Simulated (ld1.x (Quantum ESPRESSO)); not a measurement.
# Configuration tests for Ge (Z = 32) (PAW)

ld1.x (Quantum ESPRESSO) 7.5 input, shortened:

```
&input
   title='Ge', zed=32., rel=1, dft='PBE', iswitch=3,
   config='[Ar] 3d10 4s2 4p1.75'
 /
 &inputp
   pseudotype=3, lpaw=.true., tm=.true., lloc=-1, rcloc=1.80,
   nlcc=.true., new_core_ps=.true.,
   which_augfun='PSQ', rmatch_augfun_nc=.true.
 /
4
4S  1  0   2.00   0.00  1.40  1.90  0.0
4S  1  0   0.00   3.75  1.40  1.90  0.0
4P  2  1   1.75   0.00  1.40  1.75  0.0
4P  2  1   0.00   0.45  1.40  1.75  0.0
 &test
   configts(1)='4s2 4p1.75'
 /
```

Energies are relative to the spin-unpolarised reference configuration 4s2 4p1.75; without spin polarisation the order of configurations can differ from experiment.

```json
{"valence configuration": "4s2 4p2", "charge": "0", "ΔE all-electron (eV)": "-1.183", "error AE − PS (meV)": "0.0"}
{"valence configuration": "4s2 4p0", "charge": "+2", "ΔE all-electron (eV)": "21.700", "error AE − PS (meV)": "-51"}
{"valence configuration": "4s2 4p1.5", "charge": "+0.5", "ΔE all-electron (eV)": "1.619", "error AE − PS (meV)": "-0.5"}
{"valence configuration": "4s1 4p3", "charge": "0", "ΔE all-electron (eV)": "6.789", "error AE − PS (meV)": "-9.9"}
{"valence configuration": "4s1 4p2", "charge": "+1", "ΔE all-electron (eV)": "14.978", "error AE − PS (meV)": "-29"}
```

What are ΔE and the potential's error for 4s2 4p1?

ΔE = 6.261 eV all-electron; the error (AE − PS) is -5.0 meV.

What are ΔE and the potential's error for 4s1 4p0?

ΔE = 56.491 eV all-electron; the error (AE − PS) is -318 meV.

Levels in the configuration 4s1 4p3:

```csv
level,all-electron (eV),pseudo (eV)
4s,-12.687,-12.714
4p,-4.583,-4.589
```
